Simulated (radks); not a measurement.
Results of a calculation; reference values are marked as such.
These are the eigenvalues of the occupied orbitals of an atom or ion with whole-number occupations (eV). Level of theory: non-relativistic Kohn-Sham, exchange-only LDA, spin-unpolarised, spherical densities, point nucleus (a radial shooting solver on a logarithmic mesh with Libxc functionals).

| orbital | eigenvalue |
|---|---|
| 1s | -11538.53 |
| 2s | -1464.050 |
| 2p | -1312.598 |
| 3s | -202.6075 |
| 3p | -151.4802 |
| 3d | -61.4192 |
| 4s | -31.8079 |
| 4p | -21.6673 |

Which element is it, and in what charge state? The configuration may be excited.

Answer. Z = 33, arsenic, charge +2: As2+ in [Ar] 3d10 4s2 4p1. The list shows which subshells hold electrons but not how many an open one holds; the 1s level, -424.03 hartree, gives Z - s = 29.1 by -(Z - s)^2/2, which with screening narrows Z to a few neighbours, and the depths of the outer levels then fix element, charge and occupations together.
